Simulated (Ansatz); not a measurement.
Appearance energy of a fragment ion: C4H12Ge → [C4H9]+ + GeH3 + e⁻

Species: C4H12Ge `C[C](C)(C)[GeH3]`, singlet; [C4H9]+ `C[C+](C)C`, singlet; GeH3 `[GeH3]`, doublet. 

Shapes, held fixed at every level: PBE0-D4/def2-TZVP. Programs: Ansatz 0.2.0. Electronic energies: no zero-point or thermal term.

| level | kind | ΔE (eV) |
| --- | --- | --- |
| HF/def2-SVP | Hartree–Fock | +8.32 |
| PBE-D4/def2-TZVPP | GGA | +9.67 |
| BHLYP-D4/def2-TZVPP | global hybrid | +9.66 |
| r2SCAN0-D4/def2-TZVPP | global hybrid | +9.71 |
| wB97X-V/def2-TZVPP | range-separated hybrid | +9.90 |
| B2PLYP/def2-TZVPP | double hybrid | +9.68 |
| CCSD(T)/def2-SVP | coupled cluster or CI | +9.80 |
| MP2/def2-TZVPP | perturbation theory | +10.23 |

MP2/def2-TZVPP gives ΔE = +10.23 eV; the levels span +8.32 to +10.23. The median of the levels is +9.70. No measured value is set beside it here. Open shells run unrestricted unless RO is named. Relativity is left out for Ge unless named. Correlated rows may include outer-core shells of Ge, which these sets cover unevenly. The onset seen in experiment also holds zero-point changes and kinetic shifts.
